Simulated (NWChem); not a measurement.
Molecule: CH3CuFN2, doublet; SMILES [F][Cu]1[NH]C=[NH]->1

```xyz
8

Cu     0.1750     0.4738     0.0000
F     -0.2029     2.1820     0.0000
C     -0.2034    -1.8662     0.0000
N      0.9890    -1.3038     0.0000
N     -1.1808    -0.9923     0.0000
H     -0.3606    -2.9594     0.0000
H      1.8246    -1.8717     0.0000
H     -2.1507    -1.2765     0.0000
```
Atoms are numbered in this order, from 1.

Computed with NWChem. Spin-unrestricted. In the optimisation the excess spin sits in a' (Cs, its own frame). Geometry: optimised at PBE0/def2-SVP, spin-unrestricted. No frequency run checked for a minimum. The spin multiplicity was typed, not searched, and may not be the lowest. No stability test was run on the SCF state. Level MN15/def2-SVP: energy and gradient on several grids; changes count from the extra-fine grid, which is no exact limit either.

```
grid     size of the energy change (μHa)  largest change of a gradient component (μHa/bohr)  time, medium = 1 (rough)
-------  -------------------------------  -------------------------------------------------  ------------------------
xcoarse                            30000                                              10000                   about 1
coarse                               500                                                300                   about 1
medium                                30                                                300                   about 1
fine                                < 10                                               < 30                   about 1
xfine                               < 10                                               < 30                         2
```
